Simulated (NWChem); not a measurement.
System: AlSiH$_{5}$O; SMILES [OH][AlH][SiH3]

NWChem input:

```
start job
memory heap 200 mb stack 900 mb global 1100 mb
geometry units angstroms
  Al    -0.449659    -0.718599     0.001681
  H     -1.936249    -1.290864     0.037900
  O      0.856659    -1.817942    -0.018387
  H      0.790169    -2.774650    -0.007500
  Si     0.178403     1.645942    -0.010801
  H      0.707289     2.064212     1.328711
  H     -0.992483     2.528086    -0.321443
  H      1.246217     1.929236    -1.022336
end
basis spherical
  * library 3-21g
end
dft
  xc hfexch
  iterations 150
end
driver
  maxiter 120
end
task dft optimize
task dft freq
```

The level has its own optimisation; frequencies are unscaled.

Q: What results follow from this input? (Hartree-Fock/3-21G.) Quantities: r Al–H (Å); r Al–O (Å); r Al–Si (Å); r H–O (Å); highest harmonic frequency (cm⁻¹); lowest (cm⁻¹); zero-point energy (kcal/mol); dipole (D).

A: 
- r Al–H (Å): 1.603
- r Al–O (Å): 1.665
- r Al–Si (Å): 2.464
- r H–O (Å): 0.949
- highest harmonic frequency (cm⁻¹): 4138
- lowest (cm⁻¹): 24
- zero-point energy (kcal/mol): 28.8
- dipole (D): 2.08
